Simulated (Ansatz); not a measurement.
(NaH)4 ring (Na₄H₄), relaxed as a singlet with RKS PBE0-D4/def2-SVP in Ansatz, starting from the GFN2-xTB geometry. Force threshold 0.02 eV/Å.

Another isomer (singlet) lies 0.18 eV lower at PBE0-D4/def2-TZVP; other spin states weren't run for this one.

Start:

```xyz
8

Na    1.213   -1.476    1.241
Na   -1.140   -1.475   -1.309
Na   -1.217    1.475   -1.237
Na    1.145    1.475    1.303
H     0.039   -1.592   -0.036
H    -1.708    0.001   -1.843
H    -0.039    1.592    0.037
H     1.708   -0.001    1.844
```

(1) Estimate the energy that the relaxation releases and the steps that it takes.

(2) Does the start keep its bonding and symmetry?

(3) Predict the relaxed structure.

Results:

(1) 2.31 eV, in 9 steps; 15 s on 2 threads of Intel Xeon 6975P-C on a shared host. No frequencies were taken in this run, so the end may be a saddle point.

(2) By distances, no bond broke or formed. The bond that changes most is Na3–H6, from 1.67 to 2.03 Å (atoms count from 1). Point group D2h at the start, D2h at the end, both within 0.05 Å.

(3) 
```xyz
8

Na    1.2780   -1.8233    1.2897
Na   -1.1890   -1.8227   -1.3729
Na   -1.2778    1.8233   -1.2899
Na    1.1888    1.8227    1.3731
H     0.0669   -2.7387   -0.0625
H    -1.8421    0.0004   -1.9885
H    -0.0669    2.7387    0.0625
H     1.8421   -0.0004    1.9885
```
Bond lengths (bridged metal pairs left out): 8 × H–Na 2.03 Å.
